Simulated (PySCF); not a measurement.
Input for PySCF: R-M06-2X/def2-TZVPP on CH3ITe (SMILES C[Te]I), a point of a torsion scan. Elements past Kr take the def2 small-core potentials; no spin–orbit coupling.

```python
from pyscf import gto, dft

mol = gto.M(
    atom='''
    C    -0.72508522   -0.04131606    0.02629152
    Te    0.92381512    1.33694029   -0.13636016
    I     2.55087589   -0.04733005    1.47761859
    H    -0.82257267   -0.39789245    1.04351285
    H    -1.61832625    0.49820364   -0.25738279
    H    -0.59017609   -0.88604139   -0.63825074
    ''',
    basis='def2-tzvpp',
    ecp={'I': 'def2-tzvpp', 'Te': 'def2-tzvpp'},
    charge=0, spin=0, verbose=4, max_memory=1800)
mf = dft.RKS(mol, xc='m062x').density_fit(auxbasis='def2-universal-jkfit')
mf.grids.level = 4
mf.conv_tol = 1e-9
mf.max_cycle = 150
mf.kernel()
mf.dip_moment()
```

It printed:

```
PySCF version 2.14.0

[INPUT] verbose = 4
[INPUT] num. atoms = 6
[INPUT] num. electrons = 58
[INPUT] charge = 0
[INPUT] spin (= nelec alpha-beta = 2S) = 0
[INPUT] symmetry False subgroup None
[INPUT] Mole.unit = angstrom
[INPUT] Symbol           X                Y                Z      unit          X                Y                Z       unit  Magmom
[INPUT]  1 C     -0.725085220000  -0.041316060000   0.026291520000 AA   -1.370212482770  -0.078076037946   0.049683772199 Bohr   0.0
[INPUT]  2 Te     0.923815120000   1.336940290000  -0.136360160000 AA    1.745757566532   2.526450992997  -0.257683356702 Bohr   0.0
[INPUT]  3 I      2.550875890000  -0.047330050000   1.477618590000 AA    4.820456809856  -0.089440831962   2.792294451666 Bohr   0.0
[INPUT]  4 H     -0.822572670000  -0.397892450000   1.043512850000 AA   -1.554437063852  -0.751907757532   1.971953493964 Bohr   0.0
[INPUT]  5 H     -1.618326250000   0.498203640000  -0.257382790000 AA   -3.058193392694   0.941468433861  -0.486382982276 Bohr   0.0
[INPUT]  6 H     -0.590176090000  -0.886041390000  -0.638250740000 AA   -1.115271175367  -1.674375562129  -1.206119097401 Bohr   0.0

nuclear repulsion = 210.019026569931
number of shells = 61
number of NR pGTOs = 281
number of NR cGTOs = 173
basis = def2-tzvpp
ecp = {'I': 'def2-tzvpp', 'Te': 'def2-tzvpp'}


******** <class 'pyscf.df.df_jk.DFRKS'> ********
method = DFRKS
initial guess = minao
damping factor = 0
level_shift factor = 0
DIIS = <class 'pyscf.scf.diis.CDIIS'>
diis_start_cycle = 1
diis_space = 8
diis_damp = 0
SCF conv_tol = 1e-09
SCF conv_tol_grad = None
SCF max_cycles = 150
direct_scf = False
XC library pyscf.dft.libxc version 7.1.2
    S. Lehtola, C. Steigemann, M. J. T. Oliveira, and M. A. L. Marques,  SoftwareX 7, 1–5 (2018)
XC functionals = m062x
    Y. Zhao and D. G. Truhlar,  Theor. Chem. Acc. 120, 215 (2008)
    Y. Zhao and D. G. Truhlar,  Theor. Chem. Acc. 120, 215 (2008)
radial grids:
    Treutler-Ahlrichs [JCP 102, 346 (1995); DOI:10.1063/1.469408] (M4) radial grids

becke partition: Becke, JCP 88, 2547 (1988); DOI:10.1063/1.454033
pruning grids: <function nwchem_prune>
grids dens level: 4
symmetrized grids: False
atomic radii adjust function: <function treutler_atomic_radii_adjust>
small_rho_cutoff = 0
Set gradient conv threshold to 3.16228e-05
Initial guess from minao.
tot grids = 138912
******** <class 'pyscf.df.df.DF'> ********
auxbasis = def2-universal-jkfit
init E= -520.994264289509
  HOMO = -0.97242931613358  LUMO = -0.960889952868968  gap/eV = 0.31400
cycle= 1 E= -600.41241587091  delta_E= -79.4  |g|= 4.65  |ddm|=   34
  HOMO = -0.119868970641496  LUMO = -0.0995052405665469  gap/eV = 0.55413
cycle= 2 E= -575.156922240877  delta_E= 25.3  |g|= 8.49  |ddm|=   29
  HOMO = -0.104709290056148  LUMO = -0.0305393784402401  gap/eV = 2.01827
cycle= 3 E= -603.022593991631  delta_E= -27.9  |g|= 2.33  |ddm|= 27.2
  HOMO = -0.162756816372767  LUMO = -0.156144506498281  gap/eV = 0.17993
cycle= 4 E= -603.365212284739  delta_E= -0.343  |g|= 2.79  |ddm|= 6.74
  HOMO = -0.192594457915442  LUMO = -0.066569327060753  gap/eV = 3.42932
cycle= 5 E= -605.288836115086  delta_E= -1.92  |g|= 0.804  |ddm|= 4.44
  HOMO = -0.246439684339185  LUMO = -0.0683443550548244  gap/eV = 4.84622
cycle= 6 E= -605.448795254334  delta_E= -0.16  |g|= 0.384  |ddm|= 1.03
  HOMO = -0.253533157509148  LUMO = -0.0664516879088239  gap/eV = 5.09075
cycle= 7 E= -605.494676258233  delta_E= -0.0459  |g|= 0.164  |ddm|= 0.579
  HOMO = -0.26165552210483  LUMO = -0.0629346907692767  gap/eV = 5.40747
cycle= 8 E= -605.502563477013  delta_E= -0.00789  |g|= 0.0343  |ddm|= 0.22
  HOMO = -0.264135244370021  LUMO = -0.0619166806638649  gap/eV = 5.50265
cycle= 9 E= -605.502857697387  delta_E= -0.000294  |g|= 0.0117  |ddm|= 0.0496
  HOMO = -0.263694928408441  LUMO = -0.0608896798443261  gap/eV = 5.51861
cycle= 10 E= -605.502901570974  delta_E= -4.39e-05  |g|= 0.00365  |ddm|= 0.0197
  HOMO = -0.263442880804931  LUMO = -0.0605548059450527  gap/eV = 5.52087
cycle= 11 E= -605.502906766329  delta_E= -5.2e-06  |g|= 0.00126  |ddm|= 0.00739
  HOMO = -0.263547749724294  LUMO = -0.0606546441397349  gap/eV = 5.52100
cycle= 12 E= -605.502907430759  delta_E= -6.64e-07  |g|= 0.00048  |ddm|= 0.0026
  HOMO = -0.263555565250909  LUMO = -0.0606504813230533  gap/eV = 5.52133
cycle= 13 E= -605.502907513356  delta_E= -8.26e-08  |g|= 0.00012  |ddm|= 0.000891
  HOMO = -0.263553971632751  LUMO = -0.0606477874797804  gap/eV = 5.52136
cycle= 14 E= -605.502907527969  delta_E= -1.46e-08  |g|= 5.8e-05  |ddm|= 0.000457
  HOMO = -0.263553587810494  LUMO = -0.060646519635787  gap/eV = 5.52138
cycle= 15 E= -605.502907531492  delta_E= -3.52e-09  |g|= 3e-05  |ddm|= 0.000237
  HOMO = -0.263554209949151  LUMO = -0.060647715161414  gap/eV = 5.52137
cycle= 16 E= -605.502907532335  delta_E= -8.44e-10  |g|= 1.12e-05  |ddm|= 0.000118
  HOMO = -0.26355414852398  LUMO = -0.06064734301426  gap/eV = 5.52138
Extra cycle  E= -605.502907532469  delta_E= -1.34e-10  |g|= 9.34e-06  |ddm|= 4.38e-05
converged SCF energy = -605.502907532469
Dipole moment(X, Y, Z, Debye): -1.88772, -0.00529, -0.81910
```

Self-consistency was reached.

Cost: about 30 core-seconds (a rough figure).
